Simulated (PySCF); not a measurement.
Co²⁺: excitation energy

Co²⁺ [Ar] 3d7 (4F) → Co²⁺ [Ar] 3d6 4p1 (high-spin determinant), as a difference of total energies. Computed with PySCF 2.14 in dyall-av2z (16s12p7d2f, 101 functions), with no relativity, point nucleus. Correlated levels: valence: [Ar] frozen; virtual orbitals above 40 to 60 times the deepest correlated orbital energy dropped. The calculations carry no spin-orbit coupling.

```tsv
method	excitation energy (cm⁻¹)
UHF	89255
LDA	102910
PBE	101810
PBE0	100610
r2SCAN	100650
HSE06	100420
r2SCAN0	99891
B97-3	102750
MN15	101610
MP2 (valence)	99928
SCS-MP2 (valence)	101750
```

A first-order spin-orbit estimate (lowest level to lowest level, LS coupling) adds 0.062 eV.

The determinant of the upper state mixes LS terms, which raises its energy above the lowest term, most at the Hartree-Fock and MP2 levels.
